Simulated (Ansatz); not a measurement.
Start from `F[SiH2][AlH][Cl]` and change one atom or group to get `F[SiH]([AlH2])[AlH][Cl]`.

Ansatz, PBE0-D4/def2-TZVP geometries, multiplicity 1. Each molecule was computed in one conformer, which needn't be the lowest.

| property | `F[SiH2][AlH][Cl]` |
| --- | --- |
| HOMO–LUMO gap (B3LYP/def2-TZVPP) / eV | 5.35 |
| HOMO energy (B3LYP/def2-TZVPP) / eV | -7.66 |
| HOMO–LUMO gap (PBE/def2-TZVPP) / eV | 3.81 |
| zero-point energy (PBE0-D4/def2-TZVP) / kJ/mol | 74.2 |
| size of the dipole moment (PBE/def2-TZVPP) / D | 1.84 |
| HOMO–LUMO gap (ωB97M-V/def2-TZVPP) / eV | 9.40 |

Question: Give the same properties after the change, and the shifts. (Best estimate.)

Answer: Computed: 
```json
{"property": "HOMO–LUMO gap (B3LYP/def2-TZVPP) / eV", "`F[SiH]([AlH2])[AlH][Cl]`": "3.99", "shift": "-1.36"}
{"property": "HOMO energy (B3LYP/def2-TZVPP) / eV", "`F[SiH]([AlH2])[AlH][Cl]`": "-6.67", "shift": "0.99"}
{"property": "HOMO–LUMO gap (PBE/def2-TZVPP) / eV", "`F[SiH]([AlH2])[AlH][Cl]`": "2.61", "shift": "-1.20"}
{"property": "zero-point energy (PBE0-D4/def2-TZVP) / kJ/mol", "`F[SiH]([AlH2])[AlH][Cl]`": "90.6", "shift": "16.4"}
{"property": "size of the dipole moment (PBE/def2-TZVPP) / D", "`F[SiH]([AlH2])[AlH][Cl]`": "2.33", "shift": "0.49"}
{"property": "HOMO–LUMO gap (ωB97M-V/def2-TZVPP) / eV", "`F[SiH]([AlH2])[AlH][Cl]`": "7.89", "shift": "-1.51"}
```

With PBE0 the HOMO rises by 1.00 eV and the LUMO falls by 0.39 eV, so the gap narrows by about 1.39 eV. PBE moves the HOMO by 0.81 eV and ωB97M-V by 1.14 eV. The zero-point energy changes by 16.4 kJ/mol with +6 modes. Dipoles are sizes alone; their direction can turn.

B3LYP here is the variant with VWN-RPA as its local correlation; programs differ in this.
